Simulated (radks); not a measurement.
Results of a calculation; reference values are marked as such.
Valence configurations of Xe+ (all share [Kr]). Level of theory: Dirac Kohn-Sham, BLYP, spin-unpolarised, spherical densities, point nucleus; open shells fill j = l - 1/2 first (a radial shooting solver on a logarithmic mesh with Libxc functionals). Energies are relative to 4d10 5s2 5p5; eigenvalues in eV.

4d10 5s2 5p5: E (eV) 0.000; e(4d3/2) -70.188; e(4d5/2) -68.198; e(5p1/2) -17.725; e(5p3/2) -16.336; e(5s1/2) -28.833
4d10 5s1.5 5p5.5: E (eV) 6.273; e(4d3/2) -70.892; e(4d5/2) -68.900; e(5p1/2) -18.050; e(5p3/2) -16.639; e(5s1/2) -29.234
4d10 5s1 5p6: E (eV) 12.594; e(4d3/2) -71.586; e(4d5/2) -69.591; e(5p1/2) -18.368; e(5p3/2) -16.936; e(5s1/2) -29.626
4d9.5 5s2 5p5.5: E (eV) 26.636; e(4d3/2) -73.750; e(4d5/2) -71.722; e(5p1/2) -18.510; e(5p3/2) -17.039; e(5s1/2) -29.932
4d9 5s2 5p6: E (eV) 54.684; e(4d3/2) -77.307; e(4d5/2) -75.241; e(5p1/2) -19.286; e(5p3/2) -17.733; e(5s1/2) -31.013

NIST lists [Kr] 4d10 5s2 5p5 as the ground configuration; this level of theory agrees among the configurations tried. The energies are those of spherical spin-averaged densities, not of single terms.
